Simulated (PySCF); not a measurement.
# Electron affinity of Cs by level of theory

Cs⁻ [Xe] 6s2 (1S) → Cs [Xe] 6s1 (2S), as a difference of total energies. Computed with PySCF 2.14 in aug-cc-pVTZ-X2C, with the spin-free X2C one-electron Hamiltonian (Gaussian nucleus). Correlated levels: valence: [Xe] frozen. The calculations carry no spin-orbit coupling.

| method | electron affinity (eV) |
| --- | --- |
| UHF | -0.068 |
| LDA | 0.565 |
| PBE | 0.492 |
| PBE0 | 0.456 |
| r2SCAN | 0.375 |
| M06-2X | 0.584 |
| HSE06 | 0.460 |
| wB97X-V | 0.361 |
| MP2 (valence) | 0.273 |
| SCS-MP2 (valence) | 0.341 |

Errors of the correlated levels include the incompleteness of this basis and the frozen core.

A negative affinity means that the anion lies above the atom at that level of theory.

In the anion the highest occupied orbital energy is positive at LDA, PBE, PBE0, r2SCAN, M06-2X, HSE06, a self-interaction effect; the basis confines that electron, and the energy difference can still be sensible.

For comparison: 0.472 eV (measured; photodetachment measurements, as compiled on the Wikipedia data page of electron affinities).
